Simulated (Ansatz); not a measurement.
One change: `[BH2][GeH2][OH]` becomes `[OH][GeH2][SiH3]`.

Ansatz, PBE0-D4/def2-TZVP geometries, multiplicity 1. Each molecule was computed in one conformer, which needn't be the lowest.

Scalar relativity is left out up to krypton.

| property | `[BH2][GeH2][OH]` |
| --- | --- |
| size of the dipole moment (B3LYP/def2-TZVPP) / D | 1.10 |
| ideal-gas entropy at 298 K and 1 bar (rigid rotor, harmonic PBE0-D4/def2-TZVP) / J/(mol·K) | 312 |
| HOMO energy (PBE/def2-TZVPP) / eV | -6.66 |
| HOMO energy (PBE0/def2-TZVPP) / eV | -8.24 |
| LUMO energy (PBE/def2-TZVPP) / eV | -3.52 |
| HOMO–LUMO gap (PBE0/def2-TZVPP) / eV | 5.74 |

**Question.** What does the change do to each property? (Estimate.)

**Answer.** Ansatz gave: 
```csv
property,`[OH][GeH2][SiH3]`,shift
size of the dipole moment (B3LYP/def2-TZVPP) / D,1.47,0.37
"ideal-gas entropy at 298 K and 1 bar (rigid rotor, harmonic PBE0-D4/def2-TZVP) / J/(mol·K)",336,24
HOMO energy (PBE/def2-TZVPP) / eV,-6.47,0.19
HOMO energy (PBE0/def2-TZVPP) / eV,-7.79,0.45
LUMO energy (PBE/def2-TZVPP) / eV,-1.24,2.28
HOMO–LUMO gap (PBE0/def2-TZVPP) / eV,7.40,1.66
```

With PBE0 the HOMO rises by 0.45 eV and the LUMO rises by 2.11 eV, so the gap widens by about 1.66 eV. PBE moves the HOMO by 0.19 eV and ωB97M-V by 0.64 eV. The zero-point energy changes by 13.1 kJ/mol with +3 modes. Dipoles are sizes alone; their direction can turn.

B3LYP here is the variant with VWN-RPA as its local correlation; programs differ in this.
